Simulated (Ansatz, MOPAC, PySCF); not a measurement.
C₃H₇O₂Sb, SMILES `C=C[CH2][Sb]([OH])[OH]`, neutral singlet in the gas phase. In the def2 sets core potentials replace the inner electrons of Sb.

Cartesian coordinates (Å):
```xyz
13

C      2.4505    -0.3782     0.3099
C      1.1393    -0.6536     0.3154
C      0.0568     0.2913     0.7004
Sb    -0.9815     0.9881    -1.1146
O     -1.6198    -0.9015    -1.3720
O     -2.6014     1.7232    -0.2001
H      2.8353     0.5893     0.6499
H      3.1855    -1.1143    -0.0254
H      0.7972    -1.6317    -0.0428
H     -0.7387    -0.1954     1.2868
H      0.4253     1.1763     1.2416
H     -2.0309    -1.0151    -2.2407
H     -2.9175     1.1215     0.4915
```
Charge 0, spin multiplicity 1.

All levels are single points at this geometry (B3LYP-D3(BJ)/def2-SVP); Pople sets use spherical d functions. Orbital energies aren't observables, and empty levels follow the basis.

CAM-B3LYP-D3(BJ)/def2-TZVP in Ansatz (a quantum-chemistry and plane-wave program) gives dipole (D) = 1.03.

Estimate the dipole (D) from each of these levels: PBE-D3(BJ)/def2-TZVP in Ansatz; PBE0-D3(BJ)/def2-TZVP in Ansatz; B3LYP/6-31G* (LANL2DZ on Sb) in PySCF; HF/6-31G* (LANL2DZ on Sb) in PySCF; AM1 in MOPAC; PM3 in MOPAC; PM6 in MOPAC; PM7 in MOPAC.


| level | dipole (D) |
|---|---|
| PBE-D3(BJ)/def2-TZVP in Ansatz | 0.80 |
| PBE0-D3(BJ)/def2-TZVP in Ansatz | 0.92 |
| B3LYP/6-31G* (LANL2DZ on Sb) in PySCF | 1.01 |
| HF/6-31G* (LANL2DZ on Sb) in PySCF | 1.51 |
| AM1 in MOPAC | 1.90 |
| PM3 in MOPAC | 2.25 |
| PM6 in MOPAC | 1.27 |
| PM7 in MOPAC | 2.54 |
